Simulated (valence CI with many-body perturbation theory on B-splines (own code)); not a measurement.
The numbers below are computed, except where a source is named.
# Ladder of approximations for Lu29+

Level of theory: valence CI with perturbative core correlation (CI+MBPT): six valence electrons over a frozen Dirac-Fock core [Kr], a basis of 7 s, 7 p, 8 d, 6 f, 4 g, 1 h functions for each j, with the one-electron correlation potential Σ1, the two-electron term Σ2, the three-electron term Σ3, Breit, model QED; selected CI, second order for the rest, scaled by the run's own slope (own B-spline code, finite nucleus).

No measured spectrum was set against this ion. As an estimate, large intervals hold to a few tenths of a per cent, small ones and those within an open d or f shell to about a per cent. Core correlation moves these levels by up to 8000 cm⁻¹, and in measured spectra 5 to 20 % of such shifts remained as error; rates that hang on mixing are uncertain with them. Among the levels kept, up to 770 cm⁻¹ of a level comes from second order outside the variational space, and about a tenth of that is noise between levels of different J, which matters for small intervals. Only levels of the ground parity were solved; by the run's estimate the other parity begins above the list, which can be wrong where configurations are misplaced.

Each rung adds one term. CI alone is the Dirac-Coulomb CI over the frozen core; QED comes last and gives the full result, which names the levels. Energies are above (4d3/2^4 4d5/2^2) J=4 on the same rung, in cm⁻¹.

Levels are named by their leading jj configuration (3d3/2^4 stands for four electrons in 3d with j = 3/2), which in mixed levels can hold well under half, so a name can repeat and another be missing. Letters in brackets count levels of one name in rising energy.

```
                    Level  CI alone
    (4d3/2^4 4d5/2^2) J=2     20639
    (4d3/2^4 4d5/2^2) J=0     59813
(4d3/2^3 4d5/2^3) J=3 [a]     85839
(4d3/2^3 4d5/2^3) J=4 [a]     98447
(4d3/2^3 4d5/2^3) J=1 [a]     98495
    (4d3/2^3 4d5/2^3) J=5    123788
    (4d3/2^3 4d5/2^3) J=6    126785
(4d3/2^3 4d5/2^3) J=2 [a]    138822
(4d3/2^3 4d5/2^3) J=3 [b]    142111
    (4d3/2^3 4d5/2^3) J=0    172316
(4d3/2^3 4d5/2^3) J=2 [b]    171779
(4d3/2^3 4d5/2^3) J=1 [b]    175442
(4d3/2^3 4d5/2^3) J=4 [b]    178428
(4d3/2^3 4d5/2^3) J=3 [c]    188720
(4d3/2^2 4d5/2^4) J=2 [a]    197427
(4d3/2^2 4d5/2^4) J=0 [a]    204968
```

Problem. What do these energies become with core correlation, Breit and QED?

Solution. (4d3/2^4 4d5/2^2) J=2 19681 (-958); (4d3/2^4 4d5/2^2) J=0 61106 (+1294); (4d3/2^3 4d5/2^3) J=3 [a] 86931 (+1092); (4d3/2^3 4d5/2^3) J=4 [a] 97000 (-1447); (4d3/2^3 4d5/2^3) J=1 [a] 99840 (+1344); (4d3/2^3 4d5/2^3) J=5 119162 (-4626); (4d3/2^3 4d5/2^3) J=6 120983 (-5801); (4d3/2^3 4d5/2^3) J=2 [a] 134699 (-4122); (4d3/2^3 4d5/2^3) J=3 [b] 138430 (-3681); (4d3/2^3 4d5/2^3) J=0 164778 (-7538); (4d3/2^3 4d5/2^3) J=2 [b] 168793 (-2986); (4d3/2^3 4d5/2^3) J=1 [b] 170541 (-4901); (4d3/2^3 4d5/2^3) J=4 [b] 173177 (-5252); (4d3/2^3 4d5/2^3) J=3 [c] 181831 (-6889); (4d3/2^2 4d5/2^4) J=2 [a] 197456 (+29); (4d3/2^2 4d5/2^4) J=0 [a] 206647 (+1679).

Problem. How does the ionisation energy move along the ladder, and which term matters most?

Solution. CI alone 1124.6, + Σ1 1127.0, + Σ2 1130.9, + Σ3 1131.2, + Breit 1130.8, + QED 1130.9 eV. The largest step is Σ2, 3.8 eV. NIST lists 1130 ± 4 eV (theoretical).
